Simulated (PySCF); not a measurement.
## NMR data sheet: C₃H₁₀N₂O₂Si₂

```yaml
Formula: C3H10N2O2Si2
SMILES: C/C(C=O)=N\N[SiH2]O[SiH3]
InChI: InChI=1S/C3H10N2O2Si2/c1-3(2-6)4-5-9-7-8/h2,5H,9H2,1,8H3/b4-3+
Point_group_of_the_computed_structure: Cs
Degrees_of_unsaturation: 2
Carbon_signals: 3
Proton_signals: 5
```

Molfile (atoms numbered from 1):
```
C3H10N2O2Si2
     RDKit          3D

 19 18  0  0  0  0  0  0  0  0999 V2000
    2.2297    1.2389    1.0657 C   0  0  0  0  0  0  0  0  0  0  0  0
    2.2814   -0.0361    0.2698 C   0  0  0  0  0  0  0  0  0  0  0  0
    3.5820   -0.6387    0.0049 C   0  0  0  0  0  0  0  0  0  0  0  0
    4.6434   -0.1922    0.3741 O   0  0  0  0  0  0  0  0  0  0  0  0
    1.2757   -0.6727   -0.2187 N   0  0  0  0  0  0  0  0  0  0  0  0
    0.0368   -0.2469   -0.0606 N   0  0  0  0  0  0  0  0  0  0  0  0
   -1.3321   -1.1045   -0.7168 Si  0  0  0  0  0  4  0  0  0  0  0  0
   -2.5494   -0.1620   -0.2298 O   0  0  0  0  0  0  0  0  0  0  0  0
   -4.0959    0.3142   -0.0671 Si  0  0  0  0  0  4  0  0  0  0  0  0
    1.6515    1.1049    1.9812 H   0  0  0  0  0  0  0  0  0  0  0  0
    1.7811    2.0458    0.4841 H   0  0  0  0  0  0  0  0  0  0  0  0
    3.2470    1.5165    1.3291 H   0  0  0  0  0  0  0  0  0  0  0  0
    3.5136   -1.5705   -0.5842 H   0  0  0  0  0  0  0  0  0  0  0  0
   -0.1036    0.6154    0.4669 H   0  0  0  0  0  0  0  0  0  0  0  0
   -1.4552   -2.4178   -0.0967 H   0  0  0  0  0  0  0  0  0  0  0  0
   -1.2778   -1.1144   -2.1734 H   0  0  0  0  0  0  0  0  0  0  0  0
   -4.8118   -0.7483    0.6337 H   0  0  0  0  0  0  0  0  0  0  0  0
   -3.9940    1.5432    0.7143 H   0  0  0  0  0  0  0  0  0  0  0  0
   -4.6321    0.5346   -1.4074 H   0  0  0  0  0  0  0  0  0  0  0  0
  1  2  1  0
  2  3  1  0
  3  4  2  0
  2  5  2  0
  5  6  1  0
  6  7  1  0
  7  8  1  0
  8  9  1  0
  1 10  1  0
  1 11  1  0
  1 12  1  0
  3 13  1  0
  6 14  1  0
  7 15  1  0
  7 16  1  0
  9 17  1  0
  9 18  1  0
  9 19  1  0
M  END
```

PySCF 2.14 calculation with NMR shieldings at PBE0/pcSseg-1/GIAO and coordinates at the GFN2-xTB level; gas phase, one computed conformer, non-relativistic, averaged over atoms made equivalent by symmetry, fast rotation or ring inversion.

Shifts are taken against calculated references (same method and geometry level): $^{1}$H, $^{13}$C, $^{29}$Si against TMS; NH3 for $^{15}$N; $^{17}$O against H2O.

| carbon | δC, type | δH (multiplicity) | HMBC from (2–3 bonds) | span of the C tensor (ppm) |
| --- | --- | --- | --- | --- |
| C1 | 4.6, CH3 | 1.89 (s) | H13 | 40 |
| C2 | 148.8, C | – | H13, H10/H11/H12 | 157 |
| C3 | 195.8, CH | 9.41 (s) | H10/H11/H12 | 180 |

Other nuclei:
```csv
atoms,nucleus,environment,δ (ppm),σ (ppm)
H14,$^{1}$H,hydrogen on a nitrogen bonded to O or N,5.75,25.96
H15/H16,$^{1}$H,"hydrogen on a silicon bonded to N, O",5.43,26.29
H17/H18/H19,$^{1}$H,hydrogen on a silicon bonded to O,5.26,26.46
Si7,$^{29}$Si,"silicon bonded to N, O, 2 H",-37.0,386.1
Si9,$^{29}$Si,"silicon bonded to O, 3 H",-39.6,388.7
N5,$^{15}$N,imine nitrogen,415.1,-147.4
N6,$^{15}$N,nitrogen bonded to O or N,152.7,115.1
O4,$^{17}$O,aldehyde oxygen,644.5,-308.4
O8,$^{17}$O,oxygen bonded to 2 Si,14.8,321.3
```

- Carbon types of the structure: 1 × C, 1 × CH, 1 × CH3, leaving 6 H on heteroatoms.
- δC 195.8: aldehyde carbonyl carbon; low-lying n→π* states of the double bond to the heteroatom give a large paramagnetic term (-257 ppm).
- δC 148.8: C=N carbon.
- δC 4.6: methyl carbon; a saturated carbon with 1 carbon neighbour and no heteroatom attached.
- δH 9.41: hydrogen on an aldehyde carbonyl carbon; the C=O anisotropy and electron withdrawal place aldehyde protons far downfield.
- δH 5.75: hydrogen on a nitrogen bonded to O or N; exchangeable; this is the value without hydrogen bonding to other molecules.

OH and NH positions are those of a molecule without intermolecular hydrogen bonds; in solution they move with solvent, concentration and temperature, and exchange usually removes their couplings. Shifts are as computed. Against solution values, carbons near 30 ppm lie about +3 ppm off and those near 130 ppm about +5 ppm. Of 1309 compounds with measured shifts, 239 miss one by over three times the rms of a fit or turn the order of signals round; such compounds aren't used in these exercises. Unscaled 17O shifts of doubly bonded oxygen tend to come out too high, by tens of ppm or more. Experimental scales use liquid or dissolved standards, which lie at an offset from isolated NH3 (liquid NH3: subtract about 20 ppm) and H2O (liquid H2O: subtract about 36 ppm). Unscaled 15N shifts of sp2 nitrogen come out 20 to 40 ppm too high even then. No couplings were computed; multiplicities are counted from neighbouring protons, with m where these are inequivalent, close in shift, in a saturated or five-membered ring or joined by F or P, and br s for small geminal =CH2 splittings.
